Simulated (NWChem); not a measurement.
Species: GePH$_{5}$; SMILES [PH2][GeH3]

Question: Give the equilibrium geometry at PBE-D3(BJ)/def2-SVP (NWChem) as an XYZ file, with the point group.

Answer: point group Cs; any orientation.
```
7

Ge     0.0273     0.7685    -0.0167
P      0.1002    -1.5759    -0.0932
H     -1.1484     1.2421    -0.9096
H      1.3545     1.3101    -0.6076
H     -0.1610     1.3349     1.4162
H     -1.0489    -1.7150     0.7667
H      1.0163    -1.6589     1.0174
```
